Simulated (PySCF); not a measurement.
Constitutional and geometric isomers with formula C3H4S. All species are isolated molecules in the gas phase. One relaxed conformer stands for each flexible species; it need not be the lowest. Strings in code marks are SMILES.

Computed with M06-2X/def2-TZVP // PBE0-D3(BJ)/def2-TZVP (PySCF 2.14.0). All candidates: neutral, multiplicity 1. Excitations are Tamm–Dancoff values on a coarser integration grid. The basis has no diffuse functions, so Rydberg states are missing or too high.

brightest of the four lowest singlets (TDA): 5.48 eV
S1 excitation (TDA): 2.10 eV
HOMO–LUMO gap: 5.90 eV

Question: Name which member has these values.
(A) `C=C=CS`
(B) `SC1=CC1` (H–S–C–C torsion 180°)
(C) `C=CC=S` (C–C–C–S torsion 180°)
(D) `S=C1CC1`

Answer: C, `C=CC=S` (C–C–C–S torsion 180°). The others give `SC1=CC1` (H–S–C–C torsion 180°): 6.30 eV, 5.29 eV, 8.68 eV; `S=C1CC1`: 6.42 eV, 2.11 eV, 6.12 eV; `C=C=CS`: 6.46 eV, 4.59 eV, 8.14 eV
